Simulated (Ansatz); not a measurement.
BiH2(OtBu) (C4H11BiO). Total charge 0; singlet. Geometry PBE-D4/def2-SVP, basis def2-TZVP, Ansatz.

| run | HOMO (eV) | LUMO (eV) |
| --- | --- | --- |
| A | -8.46 | -0.36 |
| B | -5.66 | -2.03 |
| C | -5.96 | -1.79 |
| D | -6.92 | -1.50 |
| E | -7.14 | -1.26 |
| F | -9.66 | 0.76 |

In the def2 sets Bi takes a core potential; there is no spin–orbit coupling. LC-ωPBE has ω = 0.4 bohr⁻¹. B3LYP takes the VWN-RPA correlation. Another isomer (singlet) lies 0.24 eV lower at PBE0-D4/def2-TZVP; other spin states weren't run for this one.

Q: The runs used B3LYP, CAM-B3LYP, LC-ωPBE, PBE, PBE0, r2SCAN. Estimate which is which.

A: A CAM-B3LYP (range-separated); B PBE (0 % exact exchange); C r2SCAN (0 % exact exchange); D B3LYP (20 % exact exchange); E PBE0 (25 % exact exchange); F LC-ωPBE (range-separated). Exact exchange lowers occupied and raises empty levels; among semilocal functionals meta-GGAs tend to open the gap a little, and such runs are hard to tell apart. The gap grows from 3.63 eV (PBE) to 10.43 eV (LC-ωPBE).
